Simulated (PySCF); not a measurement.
Below is a simulated gas-phase Si 2p photoelectron spectrum of `N[SiH](N)C[SiH3]`.

Every computed line was given a Gaussian of 0.4 eV full width at half maximum and an area set by the number of equivalent atoms (split 2:1 within a doublet); the highest printed point is 100. Theory: PySCF 2.14.0, delta-SCF UKS SCAN, pcX-2 on the ionised atom, pcseg-1 elsewhere, spin-free X2C.

binding energy (eV), intensity and a bar:
```
    105.9          0 
    106.0          2 
    106.1          7 ##
    106.2         22 #######
    106.3         49 ###############
    106.4         81 ########################
    106.5        100 ##############################
    106.6         93 ############################
    106.7         67 ####################
    106.8         42 #############
    106.9         33 ##########
    107.0         40 ############
    107.1         49 ###############
    107.2         48 ##############
    107.3         36 ###########
    107.4         20 ######
    107.5          8 ##
    107.6          2 #
    107.7          1 
    107.8          0
```

Problem. How many maxima does the curve show, and how many computed lines lie under it?

Solution. The curve has 2 maxima (at 106.5 and 107.1 eV). Under it lie 4 lines from 2 inequivalent silicon sites, each drawn as a 2p3/2, 2p1/2 pair. At this width some lines have no maximum of their own.

Problem. Decompose the envelope and assign each component. Numbering: `[NH2:1][SiH:2]([NH2:3])[CH2:4][SiH3:5]`.

Solution. 
| position (eV) | relative area | line | atoms | environment |
| --- | --- | --- | --- | --- |
| 106.45 | 0.67 | Si 2p3/2 | Si5 | SiH3 silicon |
| 106.59 | 0.67 | Si 2p3/2 | Si2 | SiH silicon |
| 107.07 | 0.33 | Si 2p1/2 | Si5 | SiH3 silicon |
| 107.22 | 0.33 | Si 2p1/2 | Si2 | SiH silicon |

Problem. What are the centre and the root-mean-square width of the whole band?

Solution. The area-weighted mean of the lines is 106.73 eV. Their own spread about it is 0.30 eV (rms) and each Gaussian has σ = 0.4/2.355 = 0.17 eV; the variances add, which gives 0.35 eV.

The 2 Si 2p3/2 values lie within 0.14 eV of each other.

The curve has no shake-up lines and no vibrational structure. For 2p shells one spin-free hole was relaxed; a mean-field spin–orbit operator and the ground-state splitting of the three 2p orbitals were then diagonalised within the shell. The shell's mean is (2 × 2p3/2 + 2p1/2)/3, and the degeneracies 2j + 1 give areas of 2:1. 2p1/2 minus 2p3/2 (ligand field included): Si 0.62 eV. Isolated species at its GFN2-xTB geometry (one conformer only).

Hardware: an x86-64 server with one thread, shared host. Cost: 45 s of wall time.

Conformer computed: `[NH2:1][SiH:2]([NH2:3])[CH2:4][SiH3:5]`: N1–Si2–C4–Si5 68°, H–N1–Si2–N3 50°, H–N1–Si2–N3 -176°, H–N3–Si2–N1 180°, H–N3–Si2–N1 44°.
